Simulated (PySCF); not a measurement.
## Computed properties of C₂H₅ClSi₂, SMILES [SiH2]1C(Cl)=C[SiH2]1

C2H5ClSi2, SMILES ClC1=C[SiH2][SiH2]1. The structure is a stationary point at r2SCAN-D4/def2-SVP. The structure was generated by enumeration, and PubChem lists no compound with its InChIKey, so it may never have been made. Other conformers were not sampled. All values are computed for the isolated molecule unless a solvent is named; none is compared with measurement here.

**Structure.** The optimised structure has Cs symmetry. All 24 harmonic modes at r2SCAN-D4/def2-SVP (PySCF) are real, so it is a minimum. With heavy atoms numbered as in [Cl:1][C:2]1=[CH:3][SiH2:4][SiH2:5]1, the shortest bond between them is C2–C3 at 1.359 Å and the longest Si4–Si5 at 2.345 Å.

**Vibrations.** The strongest infrared lines (harmonic, unscaled, degenerate partners summed) lie at 942 cm⁻¹ (193 km/mol, H 93 %), 2209 cm⁻¹ (150 km/mol, H 98 %), 2228 cm⁻¹ (135 km/mol, H 96 %). The softest mode is at 119 cm⁻¹ and the zero-point energy is 35.5 kcal/mol.

**Electronic structure.** B3LYP/def2-TZVP (PySCF) places the frontier levels at -7.45 and -1.20 eV, a gap of 6.25 eV, and gives a dipole moment of 1.28 D and a mean polarisability of 90.7 bohr³. PBE/def2-TZVP (PySCF) at the same geometry gives -6.60 and -1.99 eV, so its gap is 1.64 eV narrower. An orbital gap is neither the optical nor the fundamental gap.

**Excitations.** TDDFT-PBE0/def2-SVPD (PySCF) has S1 at 5.39 eV (230 nm, f = 0.000, dark); the most intense of the 10 singlets computed lies at 6.88 eV (f = 0.20). T1 (TDA) is at 3.89 eV. TDDFT-PBE/def2-SVPD (PySCF) puts S1 at 4.82 eV. No vertical singlet excitation falls in the visible range (under 3.1 eV).

**NMR.** GIAO shifts at B3LYP/pcSseg-1 (PySCF) (non-relativistic, atoms alike by connectivity averaged): ¹³C from 164.2 to 174.9 ppm against TMS; ¹H from 4.7 to 7.3 ppm against TMS; ²⁹Si from -71.2 to -41.5 ppm against TMS. Without spin–orbit terms, shifts of atoms bonded to Cl or Br come out too high.
